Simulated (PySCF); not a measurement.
Method used: delta-SCF UKS SCAN, pcX-2 on the ionised atom, pcseg-1 elsewhere, spin-free X2C in PySCF 2.14.0. Geometries: PBE0-D3(BJ)/def2-SVP; isolated species, one conformer each. Values against the vacuum level.

**Question.** Rank by computed C 1s binding energy, lowest first.
A. C4 in `[H]/[N:5]=[C:3](\[O:2][CH3:1])[CH3:4]`
B. C1 in `[CH3:1][AsH:2][CH2:3][CH:4]1[CH2:5][CH2:6][CH2:7]1`
C. C3 in `[CH3:1][Se:2][C:3]#[N:4]`
D. C1 in `[CH3:1][CH2:2][CH2:3][CH2:4][CH2:5][O:6][CH:7]=[O:8]`
E. C4 in `[CH3:1][C:2]([F:3])=[C:4]([F:5])[F:6]`

**Answer.** B (290.21 eV), D (290.64 eV), A (290.98 eV), C (292.23 eV), E (295.32 eV).

From the lowest up, the atoms are bonded to: 3 H and As (290.21); C and 3 H (290.64); C and 3 H (290.98); N (triple bond) and Se (292.23); 2 F and C (double bond) (295.32).
